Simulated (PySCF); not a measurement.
CCl2F, SMILES F[C](Cl)Cl, multiplicity 2. Atoms are numbered in the order given.

```xyz
4

F     -0.0844     1.6074     0.0000
C      0.3174     0.3479     0.0000
Cl    -0.0337    -0.4869     1.4802
Cl    -0.0337    -0.4869    -1.4802
```
Charge 0, spin multiplicity 2.

Geometry: B3LYP-D3(BJ)/def2-SVP. The isomer is the one that the SMILES or the coordinates give; other isomers of the formula were not compared.

Computed with PySCF with B3LYP/pcH-1.

Unrestricted Kohn–Sham, ⟨S²⟩ = 0.753. Hyperfine tensors hold the contact and dipolar terms, without spin-orbit corrections.

Task: Estimate the hyperfine couplings. (Estimate from the structure and the level; the computed values follow.)

Result: 
| nucleus | A(iso) (MHz) | A(iso) (G) | dipolar principal values (MHz) |
|---|---|---|---|
| 19F no. 1 | 213.5 | 76.2 | -223.7, -201.2, 424.9 |
| 13C no. 2 | 537.3 | 191.7 | -71.2, -69.8, 141.0 |
| 35Cl no. 3 | 27.2 | 9.7 | -29.3, -21.5, 50.8 |
| 35Cl no. 4 | 27.2 | 9.7 | -29.3, -21.5, 50.8 |

Task: And the g tensor (effective nuclear charges for spin-orbit coupling, GIAO)? (The exact figures need the calculation; the answer reports its results.)

Result: principal values 2.0012, 2.0079, 2.0134; isotropic 2.0075.
